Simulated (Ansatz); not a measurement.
Consider the redistribution: `B[SiH](N)[SiH2]F` + `C[N]([SiH3])[AlH][F]` → `[BH2][AlH][N](C)[SiH3]` + `N[SiH](F)[SiH2]F`.

Program: Ansatz. Geometries: PBE0-D4/def2-TZVP. ΔE: electronic, gas phase. CCSD(T)/CBS is the MP2 limit (def2-TZVPP, def2-QZVPP) plus CCSD(T) − MP2 in def2-TZVPP, frozen cores. Functionals use def2-TZVPP. B3LYP here is the variant with VWN-RPA as its local correlation; programs differ in this. One conformer a species, not always the lowest.

Problem. Is it downhill or uphill in electronic energy at CCSD(T)/CBS, and by how much? (Estimate.)

Solution. Ansatz gave: Uphill: ΔE = +0.55 eV.

Problem. What do these levels give: r2SCAN-D4, B3LYP-D4, B2PLYP, MP2/def2-TZVPP, HF/def2-QZVPP, SCS-MP2/def2-QZVPP? (Estimate.)

Solution. Computed: r2SCAN-D4 0.62, B3LYP-D4 0.57, B2PLYP 0.57, MP2/def2-TZVPP 0.58, HF/def2-QZVPP 0.45, SCS-MP2/def2-QZVPP 0.55 eV.

Largest T1 diagnostic among the species: 0.013.

From PBE to PBE0 (25 % exact exchange), in def2-TZVPP and without D4, ΔE moves by −0.03 eV. In def2-TZVPP, CCSD(T) changes the Hartree–Fock value by +0.09 eV (the triples alone add +0.01 eV) and MP2 by +0.13 eV.
